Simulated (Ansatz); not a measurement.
`C[SiH2]OB[SiH3]` + SiH₄ → `[SiH3]B[SiH3]` + `C[SiH2]O`  (formal exchange of groups at a B–O bond)

Program: Ansatz. Geometries: PBE0-D4/def2-TZVP. ΔE: electronic, gas phase. CCSD(T)/CBS is the MP2 limit (def2-TZVPP, def2-QZVPP) plus CCSD(T) − MP2 in def2-TZVPP, frozen cores. This one scheme is used for every species. DFT in def2-TZVPP. HSE06 is defined as in plane-wave codes. Each species was taken in one conformer, which may not be the lowest.

```tsv
level	ΔE (kJ/mol)	difference from CCSD(T)/CBS
revPBE-D4	143.5	-8.2
HSE06-D4	145.3	-6.4
BHLYP-D4	161.4	9.7
B2PLYP	159.2	7.5
PBE	142.4	-9.3
revPBE	138.6	-13.1
BLYP	155.6	3.9
r2SCAN	149.7	-2.0
CAM-B3LYP	162.0	10.3
HF/def2-SVP	173.9	22.2
CCSD/def2-SVP	174.1	22.4
HF/def2-TZVPP	163.2	11.5
MP2/def2-TZVPP	159.8	8.1
SCS-MP2/def2-TZVPP	161.4	9.7
MP2/CBS(def2)	156.6	4.9
CCSD/CBS(def2)	151.1	-0.6
CCSD(T)/CBS	151.7	0
```

Largest T1 diagnostic among the species: 0.014.

In def2-TZVPP, CCSD(T) changes the Hartree–Fock value by −8.2 kJ/mol (the triples alone add +0.6 kJ/mol) and MP2 by −3.4 kJ/mol. Leaving LDA and LC-ωPBE aside and taking each functional with its dispersion term where it has one, the values, not all of them listed here, spread over 19.9 kJ/mol, from revPBE-D4 to CAM-B3LYP-D4. LDA lies +9.1 kJ/mol from PBE without D4.
